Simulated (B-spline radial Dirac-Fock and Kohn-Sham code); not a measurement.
Calculated with a radial atomic solver, using multi-electron Dirac-Fock with separately optimised hole states, Breit and Lamb-shift corrections added in first order. Electron correlation is not included.

Q: Identify the element and charge state from the binding energies below (tabulated ground configuration; the least bound level is included).

```
level  binding energy (eV)
   1s              12605.9
   2s               2252.9
2p3/2               2043.5
   3s                779.1
   3p                720.7
```

A: As¹⁸⁺: Z = 33 with 15 electrons, [Ne] 3s2 3p3. The hydrogen-like estimate √(E/Ry) = 30.4 for the K level lies 2.6 below Z; the outermost level, at 720.7 eV, fixes the charge.
